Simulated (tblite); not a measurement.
Species: C4H14AlNS2.
SMILES with atom numbers: `[CH3:1][CH2:2][CH2:3][S:4][Al@@H-:5]([NH3+:6])[S:7][CH3:8]` (hydrogens: H9, H10, H11 on C1; H12, H13 on C2; H14, H15 on C3; H16 on Al5; H17, H18, H19 on N6; H20, H21, H22 on C8)

Computed with GFN2-xTB (tblite), gas phase: L-BFGS steps from a force-field or distance-geometry start until the largest atomic force falls under 0.01 eV/Å.

Step 30: E = -714.3618 eV
```
atom  x, y, z in Å  |  force x, y, z in eV/Å
C1     -3.7481    0.7186    0.4623   -0.028   0.000   0.015
C2     -2.5818    0.7640   -0.5173    0.030  -0.006   0.004
C3     -1.3105    0.1736    0.0681    0.041   0.002  -0.008
S4      0.0267    0.2122   -1.2079   -0.083   0.022   0.018
Al5     1.6115   -0.4144    0.2000    0.012  -0.005   0.034
N6      1.2341   -2.4425    0.5068   -0.017  -0.060   0.058
S7      3.7294   -0.6044   -0.4029    0.033   0.021  -0.021
C8      3.9233    1.1980   -0.6647   -0.033   0.051   0.003
H9     -3.5308    1.2898    1.3617    0.057   0.014   0.001
H10    -4.6355    1.1406   -0.0015   -0.021   0.014  -0.008
H11    -3.9735   -0.3042    0.7558    0.029  -0.036  -0.010
H12    -2.3824    1.7964   -0.8077   -0.013   0.012  -0.027
H13    -2.8363    0.2070   -1.4206   -0.016   0.013  -0.020
H14    -0.9747    0.7457    0.9340   -0.019  -0.014   0.012
H15    -1.4694   -0.8649    0.3678   -0.015   0.016  -0.010
H16     1.4249    0.1481    1.6294   -0.028  -0.054  -0.045
H17     0.6074   -2.5350    1.3038    0.012  -0.045   0.034
H18     2.1304   -2.8571    0.7615   -0.009   0.021   0.000
H19     0.8526   -2.9925   -0.2643    0.026   0.069  -0.025
H20     3.1225    1.5707   -1.3012   -0.001  -0.006  -0.034
H21     3.8867    1.6989    0.2995    0.062   0.031  -0.021
H22     4.8832    1.3708   -1.1444   -0.020  -0.060   0.049
```

Step 31: E = -714.3632 eV
```
atom  x, y, z in Å  |  force x, y, z in eV/Å
C1     -3.7489    0.7197    0.4627   -0.036  -0.002   0.032
C2     -2.5819    0.7643   -0.5158   -0.011   0.012  -0.011
C3     -1.3103    0.1737    0.0671   -0.008   0.005   0.017
S4      0.0211    0.2135   -1.2077   -0.010   0.018  -0.032
Al5     1.6048   -0.4131    0.2027    0.022   0.000   0.027
N6      1.2369   -2.4438    0.5042   -0.015  -0.065   0.060
S7      3.7277   -0.6009   -0.3868    0.017  -0.002  -0.020
C8      3.9253    1.1970   -0.6654   -0.017   0.065  -0.001
H9     -3.5306    1.2901    1.3622    0.058   0.018   0.009
H10    -4.6381    1.1423    0.0017    0.003   0.009  -0.016
H11    -3.9745   -0.3030    0.7563    0.028  -0.041  -0.009
H12    -2.3833    1.7960   -0.8067   -0.003   0.038  -0.026
H13    -2.8375    0.2095   -1.4196   -0.018  -0.008  -0.036
H14    -0.9746    0.7443    0.9330   -0.013   0.002   0.039
H15    -1.4700   -0.8641    0.3655   -0.020  -0.018   0.006
H16     1.4101    0.1507    1.6306   -0.028  -0.058  -0.043
H17     0.6121   -2.5427    1.3018    0.005  -0.044   0.036
H18     2.1355   -2.8540    0.7574    0.002   0.025   0.003
H19     0.8596   -2.9955   -0.2675    0.017   0.071  -0.029
H20     3.1271    1.5649   -1.3079   -0.004   0.001  -0.017
H21     3.8928    1.7065    0.2943    0.037   0.039  -0.018
H22     4.8862    1.3639   -1.1442   -0.006  -0.064   0.031
```

Step 32: E = -714.3647 eV
```
atom  x, y, z in Å  |  force x, y, z in eV/Å
C1     -3.7501    0.7206    0.4637   -0.023  -0.004   0.033
C2     -2.5824    0.7648   -0.5146   -0.049   0.028  -0.024
C3     -1.3102    0.1739    0.0663   -0.059   0.008   0.035
S4      0.0158    0.2151   -1.2079    0.062   0.009  -0.063
Al5     1.5986   -0.4117    0.2062    0.022  -0.001  -0.002
N6      1.2395   -2.4462    0.5027   -0.010  -0.043   0.051
S7      3.7262   -0.5972   -0.3712   -0.003  -0.011  -0.015
C8      3.9269    1.1971   -0.6660    0.003   0.051  -0.004
H9     -3.5293    1.2907    1.3630    0.048   0.013   0.010
H10    -4.6404    1.1441    0.0044    0.025   0.001  -0.013
H11    -3.9749   -0.3027    0.7567    0.024  -0.031  -0.008
H12    -2.3845    1.7963   -0.8062    0.003   0.047  -0.020
H13    -2.8393    0.2120   -1.4191   -0.015  -0.020  -0.037
H14    -0.9749    0.7431    0.9327   -0.009   0.011   0.054
H15    -1.4707   -0.8636    0.3632   -0.022  -0.040   0.017
H16     1.3945    0.1527    1.6311   -0.027  -0.056  -0.027
H17     0.6166   -2.5515    1.3006   -0.006  -0.050   0.039
H18     2.1409   -2.8507    0.7535    0.018   0.020   0.009
H19     0.8668   -2.9976   -0.2712    0.005   0.067  -0.031
H20     3.1316    1.5595   -1.3150   -0.006   0.012  -0.001
H21     3.8995    1.7151    0.2887    0.007   0.048  -0.012
H22     4.8893    1.3553   -1.1435    0.013  -0.059   0.006
```

Problem. Estimate the geometry and energy of step 33. (The exact step hangs on the optimiser's Hessian estimate; all steps are aligned on step 32, rigid shifts and turns removed.)

Solution. E = -714.3665 eV, largest force 0.137 eV/Å
```
atom  x, y, z in Å  |  force x, y, z in eV/Å
C1     -3.7519    0.7218    0.4656    0.006  -0.004   0.020
C2     -2.5839    0.7661   -0.5137   -0.074   0.037  -0.034
C3     -1.3112    0.1745    0.0658   -0.094   0.009   0.038
S4      0.0107    0.2178   -1.2091    0.119  -0.004  -0.067
Al5     1.5909   -0.4097    0.2112    0.013  -0.007  -0.041
N6      1.2427   -2.4505    0.5018   -0.003  -0.003   0.036
S7      3.7235   -0.5924   -0.3517   -0.023  -0.008  -0.008
C8      3.9291    1.1982   -0.6671    0.026   0.015  -0.006
H9     -3.5265    1.2916    1.3643    0.030   0.001   0.006
H10    -4.6429    1.1466    0.0078    0.042  -0.009  -0.003
H11    -3.9749   -0.3028    0.7572    0.018  -0.009  -0.005
H12    -2.3860    1.7977   -0.8060    0.002   0.041  -0.009
H13    -2.8420    0.2149   -1.4193   -0.010  -0.022  -0.024
H14    -0.9756    0.7417    0.9334   -0.012   0.012   0.054
H15    -1.4720   -0.8637    0.3602   -0.023  -0.044   0.025
H16     1.3734    0.1552    1.6313   -0.025  -0.052  -0.001
H17     0.6223   -2.5647    1.2999   -0.018  -0.060   0.039
H18     2.1482   -2.8470    0.7486    0.034   0.012   0.017
H19     0.8763   -2.9995   -0.2765   -0.009   0.060  -0.026
H20     3.1374    1.5534   -1.3242   -0.005   0.025   0.020
H21     3.9083    1.7272    0.2811   -0.029   0.055  -0.007
H22     4.8937    1.3430   -1.1426    0.033  -0.045  -0.024
```

The energy changes by -0.0018 eV. The first-order estimate −F·Δx gives -0.0025 eV and the mean of the old and new forces, exact on a quadratic surface, -0.0019 eV. The step makes an angle of 78° with the force vector and moves no atom by more than 0.021 Å.

The cost below is that of the whole relaxation. Hardware: Arm Neoverse V1, one thread, shared host. Cost: 3.1 s of wall time.
